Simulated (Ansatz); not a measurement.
Input file for Ansatz (a program for electronic structure): R-wB97M-V/def2-TZVPP on AlH3O (SMILES [OH][AlH2]), atoms moved off the minimum.

Ansatz 0.2 input:
```yaml
crystal:
  periodic: [false, false, false]
  atoms:
    - {symbol: Al, position_ang: [-0.33212952, -0.47355170, 0.18835729]}
    - {symbol: H, position_ang: [0.24503359, -1.30893380, 1.24891368]}
    - {symbol: H, position_ang: [-1.57868273, -0.85435957, -0.76555271]}
    - {symbol: O, position_ang: [0.52219035, 0.82262498, -0.30287167]}
    - {symbol: H, position_ang: [1.29565339, 1.25759795, 0.05389724]}
basis:
  gaussian:
    orbitals: def2-TZVPP
hamiltonian:
  xc: {name: wB97M-V}
scf: {lower_state_search: off}
output: {forces: true}
```

The head of its log:

```
WARN ansatz: RAYON_NUM_THREADS=1 ignored (pool sized by the plan → 1); use --threads N
Functional definition: wB97M-V
these checks for a lower state are left out or cut short: stability, starts, cluster_reference, orbital_swaps, neighbouring_geometries, increment
integrals: 0.04 GiB planned
600 factors; their error is unknown
integrals: 0.07 GiB planned
153 factors; integrals over basis functions are off by at most 1.5e-5 eV
mean field: 0.40 GiB planned
mean field evaluation 1: about -8689.0633 eV, gradient 5.3e1 eV
mean field evaluation 2: about -8686.8456 eV, gradient 6.5e1 eV
```

Predict the final total energy.

-319.4825 hartree.
